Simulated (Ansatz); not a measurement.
```yaml
crystal:
  periodic: [false, false, false]
  atoms:
    - {symbol: Si, position_ang: [0.185304, -0.151761, 0.018313]}
    - {symbol: C, position_ang: [0.404345, -0.089106, 1.923317]}
    - {symbol: C, position_ang: [1.304777, -0.415877, 2.571775]}
    - {symbol: H, position_ang: [-0.930719, 0.193607, 2.526365]}
    - {symbol: H, position_ang: [2.075792, -0.336486, 2.173448]}
    - {symbol: H, position_ang: [1.467085, -0.382005, 3.740741]}
    - {symbol: O, position_ang: [1.510563, -0.846505, -0.573973]}
    - {symbol: C, position_ang: [1.931340, -1.063338, -1.704029]}
    - {symbol: H, position_ang: [1.079264, -1.612903, -1.868107]}
    - {symbol: H, position_ang: [2.516826, -1.003152, -1.596659]}
    - {symbol: H, position_ang: [1.698383, 0.016193, -2.592653]}
    - {symbol: O, position_ang: [-0.588625, 1.447852, -0.488953]}
    - {symbol: C, position_ang: [-0.102494, 2.489742, -0.262383]}
    - {symbol: H, position_ang: [0.044534, 2.849048, 1.126769]}
    - {symbol: H, position_ang: [-0.723681, 3.282796, -0.777972]}
    - {symbol: H, position_ang: [0.813709, 2.304490, -0.795841]}
    - {symbol: O, position_ang: [-1.091893, -1.380461, -0.367226]}
    - {symbol: C, position_ang: [-2.469751, -1.198037, -0.693196]}
    - {symbol: H, position_ang: [-3.055621, -1.599976, -0.029211]}
    - {symbol: H, position_ang: [-2.647958, -1.796544, -1.284446]}
    - {symbol: H, position_ang: [-2.662399, -0.282261, -1.107184]}
basis:
  gaussian: {orbitals: STO-3G}
hamiltonian: {xc: {name: wB97}}
```

```sh
$ ansatz run in.yaml --threads 2 --pin off --events-out ev --progress --plain --max-ram 32768MiB --backend cuda --devices 0, --max-vram 18GiB
```

It prints (some lines left out):

```
Functional definition: wB97
  name "wB97"
  cite "Chai & Head-Gordon, J. Chem. Phys. 128, 084106 (2008) doi:10.1063/1.2834918"
  cite "Becke, J. Chem. Phys. 107, 8554 (1997) doi:10.1063/1.475007"
  parameter omega = 0.4/bohr
  parameter cx1 = 1.13116
  parameter cx2 = -2.74915
  parameter cx3 = 12.0900
  parameter cx4 = -5.71642
  parameter css1 = -2.55352
  parameter css2 = 11.8926
  parameter css3 = -26.9452
  parameter css4 = 17.0927
  parameter cos1 = 3.99051
  parameter cos2 = -17.0066
  parameter cos3 = 1.07292
  parameter cos4 = 8.88211
  # The coefficients of nought are those of the uniform gas.
  exchange = spin_sum(e_x_unif_sr(omega)*poly(b97_u_x, 1, cx1, cx2, cx3, cx4)) + exact_x_lr(omega)
  correlation = spin_sum(e_c_pw_same_spin*poly(b97_u_same, 1, css1, css2, css3, css4))
      + integral(e_c_pw_opposite_spin*poly(b97_u_opposite, 1, cos1, cos2, cos3, cos4))
848 factors; integrals over basis functions are off by at most 4.4e-5 eV
374 factors; integrals over basis functions are off by at most 2.8e-6 eV
mean field evaluation 1: about -19119.7230 eV, gradient 3.4e1 eV
mean field evaluation 2: about -19122.8231 eV, gradient 2.0e1 eV
mean field evaluation 4: about -19123.9467 eV, gradient 1.2e0 eV
mean field evaluation 8: about -19123.7182 eV, gradient 5.3e-2 eV
mean field evaluation 16: about -19123.7182 eV, gradient 3.0e-5 eV
mean field -19123.71822056 eV, -702.7836820837 hartree, gradient 3.0e-5 eV, S^2 0.000000; 0 other end points of the search recorded, 0 dependent functions left out
reference -19123.71821122 eV, -702.7836817405 hartree; 40, 40 occupied and 21, 21 virtual orbitals, 848 factors
Total energy: -19123.71821122 eV, -702.7836817405 hartree
```

Hardware: 2 threads of AMD EPYC 7R13 on a shared host and a share (18 GiB) of an NVIDIA H100 80GB HBM3. Wall time 11 s, peak host memory 0.83 GiB.
